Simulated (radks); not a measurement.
The numbers below are computed, except where a source is named.
Charge is removed step by step from the 3d down level of the gallium ion Ga+, starting from [Ar] 3d(up 5, down 5) 4s2. Level of theory: scalar-relativistic Kohn-Sham, r2SCAN, spin-polarised, spherical densities, finite nucleus; meta-GGA in the generalised Kohn-Sham scheme; Fermi nuclear charge, rms radius 3.9973 fm (a radial shooting solver on a logarithmic mesh with Libxc functionals).

removed (e)  E - E(0) (eV)  eigenvalue (eV)  E minus straight line (eV)
0                    0.000          -28.000                       0.000
0.1                  2.890          -29.809                      -0.856
0.2                  5.962          -31.649                      -1.530
0.3                  9.220          -33.520                      -2.018
0.4                 12.666          -35.419                      -2.318
0.5                 16.304          -37.348                      -2.426
0.6                 20.135          -39.304                      -2.340
0.7                 24.164          -41.287                      -2.057
0.8                 28.393          -43.298                      -1.575
0.9                 32.823          -45.334                      -0.890
1                   37.459          -47.397                       0.000

Removing the whole electron costs 37.459 eV by Delta-SCF, against 28.000 eV from minus the eigenvalue at the starting occupation. Slater's transition state (half an electron removed) gives 37.348 eV. Integrating minus the eigenvalue over the occupation (Janak's theorem) gives 37.464 eV. In this scalar-relativistic scheme the density is built from large components alone, so the theorem holds only approximately. The mean slope of the eigenvalue, de/dn, is 19.4 eV per electron.
